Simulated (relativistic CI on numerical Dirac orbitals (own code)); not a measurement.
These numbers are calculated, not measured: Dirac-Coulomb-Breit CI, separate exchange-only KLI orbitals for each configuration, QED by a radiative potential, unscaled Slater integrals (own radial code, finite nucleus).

The strongest absorption lines from the ground level of an ion, among the configurations computed and to levels below about 121 eV (vacuum wavelength in Å, gf): 108.11 (0.38), 110.21 (0.16), 111.07 (0.56), 180.47 (0.17), 183.97 (5.6), 185.07 (0.43), 186.62 (3.1), 195.68 (1.3).

(1) Which ion is it?
A. Mn IX
B. V VII
C. Co XI
D. Mn XI

## Answers

(1) A. Mn IX has 17 electrons and the ground level 3s2 3p5 2P°_3/2; the strongest line goes to 3s2 3p4 3d 2D_5/2. The pattern of lines fixes the number of electrons, and along that sequence the line energies rise steadily with the charge (about as its square where n changes within one kind of shell, about linearly where n is kept but much faster in heavy ions where fine structure, which grows about as Z⁴, sets the gap, and irregularly where shells cross), which fixes Z. Configurations outside the model, such as inner-shell arrays, can give stronger lines. At this charge configurations can still be misplaced by up to about 7 % of their energy.

LS names give the leading component of a level, which can be under half, so a name can repeat, a term be missing and a line seem to break the LS rules.
